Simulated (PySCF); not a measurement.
Computed shifts of a molecule C3H4F2O, HF/pcSseg-1 in PySCF, GIAO, gas phase, equivalent atoms averaged, in ppm (number of nuclei): ¹³C: 102.5 (1), 45.9 (1), 20.1 (1). ¹⁹F: -124.7 (1), -142.4 (1). ¹H: 3.81 (1), 2.13 (1), 1.74 (1), 1.61 (1). References: ¹⁷O against H2O (σ = 333.0 ppm); ¹³C against TMS (σ = 192.6 ppm); ¹⁹F against CFCl3 (σ = 238.5 ppm); ¹H against TMS (σ = 31.99 ppm), references at their B3LYP-D3(BJ)/def2-TZVP geometries, non-relativistic. Coordinates come from a B3LYP-D3(BJ)/def2-SVP optimisation. The values are those of a single conformer.

**Question.** Pick the molecule that these values belong to.
(A) CC(F)(F)C=O
(B) O=CCC(F)F
(C) OC1[C@@H](F)[C@@H]1F
(D) O[C@H]1CC1(F)F

**Answer.** D, O[C@H]1CC1(F)F
